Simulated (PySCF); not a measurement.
2-chloro-3,3-difluoroprop-1-ene (C3H3ClF2), SMILES C=C(Cl)C(F)F. Atoms are numbered in the order given.

```xyz
9

C     -1.5784    -0.5798    -0.6996
C     -0.5265     0.0708    -0.2126
Cl    -0.6447     1.6102     0.5627
C      0.8895    -0.4387    -0.2807
F      0.9285    -1.6131    -0.9395
F      1.3734    -0.6374     0.9615
H     -1.4292    -1.5469    -1.1823
H     -2.5855    -0.1669    -0.6276
H      1.5506     0.2808    -0.7966
```
Charge 0, spin multiplicity 1.

The structure is a stationary point at PBE0-D3(BJ)/def2-SVP. The values are those of a single conformer.

These are PBE/pcSseg-1 (PySCF) values and carry that method's errors.

GIAO shieldings, no solvent; atoms listed in one row are averaged. δ = σ(ref) − σ: ¹³C against TMS (σ = 182.0 ppm); ³⁵Cl against HCl (σ = 936.5 ppm); ¹⁹F against CFCl3 (σ = 133.6 ppm); ¹H against TMS (σ = 31.49 ppm), references at their B3LYP-D3(BJ)/def2-TZVP geometries, non-relativistic (without spin–orbit terms, shifts of atoms bonded to Cl or Br come out too high).

Computed chemical shifts:
| nucleus | atoms | count | δ (ppm) |
|---|---|---|---|
| ¹³C | C2 | 1 | 150.2 |
| ¹³C | C1 | 1 | 121.2 |
| ¹³C | C4 | 1 | 120.6 |
| ³⁵Cl | Cl3 | 1 | 251.7 |
| ¹⁹F | F6 | 1 | -157.7 |
| ¹⁹F | F5 | 1 | -165.9 |
| ¹H | H7 | 1 | 6.39 |
| ¹H | H9 | 1 | 6.25 |
| ¹H | H8 | 1 | 6.00 |
